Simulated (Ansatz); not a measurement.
System: GePH4, charge 0, doublet. GePH4 (SMILES [PH2][GeH2], doublet).
B3LYP-D3(BJ)/def2-TZVP minimum from Ansatz (an electronic-structure program):
```xyz
6

Ge    -0.5522     0.5308     0.0052
P      1.1261    -1.0923     0.0070
H     -0.2893     1.4827     1.2051
H     -1.9043    -0.1883     0.2692
H      2.1573    -0.2529    -0.4838
H      0.8147    -1.6419    -1.2618
```
Charge 0, spin multiplicity 2.

Total energies in def2-TZVPP, 13 correlated electrons, 19 frozen orbitals. Open shells are spin-unrestricted; no spin-orbit coupling. Cores are frozen in correlated methods (noble-gas shells, and filled d and f shells in the p block). No relativity.

```
method    program  energy (Eh)  minus CCSDT(Q) (mEh)
--------  -------  -----------  --------------------
HF         Ansatz  -2418.41528                318.24
MP2        Ansatz  -2418.67747                 56.05
CCSD       Ansatz  -2418.71947                 14.05
CCSD(T)    Ansatz  -2418.73146                  2.06
CCSDT(Q)   Ansatz  -2418.73352                  0.00
```

Rough core times of Ansatz's runs on a shared machine: CCSD(T) 40 s, CCSDT(Q) 2 h.
